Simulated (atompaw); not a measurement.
# What the settings do to the PAW (atompaw) potential of Pt

Base potential:

| Quantity | Value |
| --- | --- |
| Element | platinum |
| Generator | atompaw 4.2.0.5 |
| Type | PAW |
| Functional | PBE |
| Relativity | scalar-relativistic |
| Frozen core | [Kr] 4d10 4f14 |
| Valence charge | 18 |
| Reference configuration | 5s2 5p6 5d9.5 6s0.5 6p0 |
| Partial waves | 5s (bound): rc 1.55 bohr; 6s (bound): rc 2.20 bohr; 5p (bound): rc 2.05 bohr; 6p (bound, empty): rc 2.20 bohr; 5d (bound): rc 1.95 bohr; 5d channel at 1.35 Ry: rc 2.20 bohr |
| Local potential | troulliermartins scheme with l = 3 at 1 Ry, radius 2.15 bohr |
| Core correction | smooth core density matched at 2.10 bohr |
| Augmentation charge | besselshape compensation charge, radius 1.75 bohr; PAW radius 2.20 bohr; waves and projectors: custom polynom gramschmidtortho |

Cutoffs, loose and tight: the cutoffs (Ry, on a coarse ladder) from which the occupation-weighted sum of valence levels, in a spherical-Bessel basis at the reference potential, stays within 10 and 1 mRy of its value at 400 Ry. They see the waves, projectors and local potential, not the compensation charge or the core. A dash means not determined.

A true bound ghost makes a file unfit for plane-wave use even where its test errors are small: the radial tests pick states by their node count and pass the ghost by.

| change | outcome | cutoff, loose | cutoff, tight | bound ghosts |
| --- | --- | --- | --- | --- |
| base | generated | 40 Ry | 60 Ry | none |
| local potential troulliermartins scheme with l = 3 at 1 Ry, radius 1.52 bohr | generated | 40 Ry | 55 Ry | none |
| local potential troulliermartins scheme with l = 3 at 1 Ry, radius 1.76 bohr | generated | 40 Ry | 55 Ry | none |
| local potential troulliermartins scheme with l = 3 at 1 Ry, radius 1.96 bohr | generated | 40 Ry | 55 Ry | none |
| local potential troulliermartins scheme with l = 3 at 1 Ry, radius 2.16 bohr | generated | 40 Ry | 60 Ry | none |

(1) What comes out with this change to the base: local potential troulliermartins scheme with l = 3 at 1 Ry, radius 1.36 bohr?

(2) What comes out with this change to the base: local potential troulliermartins scheme with l = 3 at 1 Ry, radius 1.20 bohr?

(3) What comes out with this change to the base: local potential troulliermartins scheme with l = 3 at 1 Ry, radius 0.92 bohr?

Results:

(1) outcome: generated; cutoff, loose: 40 Ry; cutoff, tight: 55 Ry; bound ghosts: s.

(2) outcome: generated; cutoff, loose: 35 Ry; cutoff, tight: 70 Ry; bound ghosts: s, d, p.

(3) outcome: failed: atompaw: The overlap operator has at least one negative eigenvalue!. Cause: the overlap operator built from these waves and projectors is not positive definite.

Reading the sweep of the r_vloc (base included, trends over the rows without a ghost): The loose cutoff stays near 40 Ry. Bound ghosts are found at 1.2, 1.36 bohr. The generation fails at 0.92 bohr.
